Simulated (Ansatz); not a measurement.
Born–Oppenheimer molecular dynamics of C$_{3}$H$_{5}$Na (9 atoms, charge 0, multiplicity 1). It goes on from the last frame of an earlier run, with new velocities.

Method: RKS B3LYP-D4/def2-SVP in Ansatz 0.2.0.

| Item | Value |
| --- | --- |
| ensemble | NVT, Nosé–Hoover chain |
| time step | 4 fs |
| steps asked | 40 |
| set temperature | 1000 K |
| thermostat | time constant 100 fs, chain length 3 |
| seed | 218984 |

First frame:

```xyz
9
Properties=species:S:1:pos:R:3
C -0.040 1.743 -0.362
C 0.547 0.550 -0.031
C 0.053 -0.798 -0.162
Na -1.234 -1.762 1.633
H -1.054 1.852 -0.857
H 0.499 2.731 -0.316
H 1.588 0.679 0.386
H 0.779 -1.625 -0.168
H -0.727 -0.807 -0.952
```

Task: What does the run give?

Result: All steps were run.

- steps done: 40
- time covered: 160 fs
- mean temperature over the second half: 36872 K
- spread of the potential energy over the second half: 475.4 meV per atom
- mean potential energy of the second half above the start: 5176.5 meV per atom

The conserved energy changed by up to 380000 meV per atom, so the integration failed: the time step of 4 fs is too long for the fastest motions that this run met, and the later frames carry no physical meaning.

Task: What happens to the structure?

Result: Parted: C1–C2 1.37 → 21.68 Å, C1–H5 1.13 → 6.13 Å, C1–H6 1.13 → 35.74 Å, C2–C3 1.44 → 8.60 Å, C2–H7 1.13 → 31.27 Å, C3–Na4 2.41 → 3.59 Å. It ends as C + C + C + H + H + H + H + H + Na. Pairs count as bonded within 1.25 times the sum of covalent radii (0.12 Å more for H–H). This is one draw of velocities; another would differ in detail.

Task: How do temperature and energy run in time?

Result: 
| time (fs) | T (K) | potential energy less start (eV) | conserved less start (meV/atom) |
| --- | --- | --- | --- |
| 0 | 1000 | 0.000 | 0.00 |
| 4 | 716 | 0.964 | 78.64 |
| 8 | 5711 | 4.818 | 1009.77 |
| 12 | 27446 | 15.332 | 4415.69 |
| 16 | 173349 | 35.376 | 23709.91 |
| 20 | 701788 | 100.244 | 133431.79 |
| 24 | 837456 | 41.250 | 256713.02 |
| 28 | 226668 | 41.685 | 256617.71 |
| 32 | 83659 | 40.436 | 256654.87 |
| 36 | 38493 | 37.884 | 256578.49 |
| 40 | 33763 | 43.395 | 259218.53 |
| 44 | 18080 | 43.343 | 259205.13 |
| 48 | 11005 | 42.639 | 259211.84 |
| 52 | 8403 | 40.777 | 259229.20 |
| 56 | 9378 | 41.863 | 259865.40 |
| 60 | 32663 | 43.946 | 263457.52 |
| 64 | 20192 | 43.771 | 263432.86 |
| 68 | 12648 | 43.967 | 263471.05 |
| 72 | 10419 | 41.764 | 263531.03 |
| 76 | 238045 | 58.723 | 297719.85 |
| 80 | 511265 | 57.733 | 383803.14 |
| 84 | 137115 | 61.528 | 384169.26 |
| 88 | 62905 | 45.844 | 384442.95 |
| 92 | 28898 | 44.578 | 384505.21 |
| 96 | 14248 | 44.723 | 384509.10 |
| 100 | 7580 | 44.934 | 384509.56 |
| 104 | 4283 | 45.094 | 384509.62 |
| 108 | 2540 | 45.204 | 384509.62 |
| 112 | 1565 | 45.277 | 384509.62 |
| 116 | 997 | 45.325 | 384509.60 |
| 120 | 656 | 45.354 | 384509.60 |
| 124 | 447 | 45.368 | 384509.60 |
| 128 | 318 | 45.371 | 384509.60 |
| 132 | 239 | 45.364 | 384509.60 |
| 136 | 192 | 45.348 | 384509.60 |
| 140 | 167 | 45.324 | 384509.61 |
| 144 | 158 | 45.292 | 384509.62 |
| 148 | 160 | 45.253 | 384509.63 |
| 152 | 170 | 45.206 | 384509.64 |
| 156 | 188 | 45.151 | 384509.65 |
| 160 | 212 | 45.087 | 384509.67 |

Time of the run: 4 min on 1 thread of Arm Neoverse V2 (shared host), peak memory 0.16 GiB.
